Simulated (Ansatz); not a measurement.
AlFGeH$_{4}$S. Total charge 0; spin multiplicity 1. The bonds changed during the relaxation, so this is another structure than the one it started from.

Z-matrix (Å, degrees):
```
Ge
Al 1 2.488
S 1 2.486 2 57.2
F 1 1.752 2 118.8 3 81.9
H 1 1.551 2 134.9 3 -69.3
H 2 1.577 1 114.9 3 -103.0
H 2 1.579 1 110.7 3 100.4
H 3 1.346 1 89.3 2 94.6
```

(1) List the harmonic frequencies (cm⁻¹, unscaled) at PBE0-D4/def2-TZVP in Ansatz. (Estimate.)

(2) Is this a minimum?

(3) Give the ideal-gas thermochemistry at 298.15 K and 1 bar (rigid rotor, harmonic oscillator; point group C1, symmetry number 1).

## Answers

(1) Computed: 102, 142, 174, 269, 331, 377, 394, 502, 554, 599, 635, 675, 711, 735, 1940, 1963, 2086, 2701.

(2) Yes, all 18 modes are real.

(3) Zero-point energy 89.1 kJ/mol; H(298) − E = 110.9 kJ/mol; entropy 356.3 J/(mol·K), of which translation 171.7, rotation 115.8, vibration 68.7; G(298) − E = 4.6 kJ/mol.
